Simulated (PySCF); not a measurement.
What does the PBE0-D3(BJ)/def2-SVP structure of PbMe4, `[CH3][Pb]([CH3])([CH3])[CH3]` look like in three dimensions?

```
atom  x, y, z in Å
Pb1   -0.0057    0.0016    0.0024
C2     0.0020   -0.0255    2.2449
H3    -1.0265    0.0697    2.6190
H4     0.6054    0.8128    2.6191
H5     0.4331   -0.9722    2.5983
C6     2.1089    0.0093   -0.7410
H7     2.1146   -0.0964   -1.8346
H8     2.6587   -0.8289   -0.2913
H9     2.5947    0.9547   -0.4631
C10   -1.0625    1.8412   -0.7241
H11   -0.9437    1.9267   -1.8129
H12   -0.6307    2.7267   -0.2382
H13   -2.1309    1.7734   -0.4779
C14   -1.0571   -1.8243   -0.7664
H15   -2.0486   -1.8999   -0.2992
H16   -0.4682   -2.7178   -0.5181
H17   -1.1721   -1.7519   -1.8565
```

Orientation and origin are arbitrary. Atoms count from 1 in this order. Pb1 (lead bonded to 4 C) is tetrahedral (angles from 109.2° to 109.6°). All 4 C–Pb bonds measure 2.242 to 2.243 Å.

Bonds between heavy atoms (Å): Pb1–C2 2.243, Pb1–C6 2.242, Pb1–C10 2.242, Pb1–C14 2.243.

Computed, not measured: PBE0-D3(BJ)/def2-SVP geometry optimisation, gas phase, def2 core potentials past Kr (PySCF 2.14.0).

Point group: T (tolerance 0.08 Å). Stationary, but not proved a minimum.

The run took 86 s of wall time on one thread of an Arm Neoverse V1, shared host with 32 logical CPUs at a one-minute load of 14, and the process peaked at 0.56 GiB of memory. That covers the optimisation of the geometry.
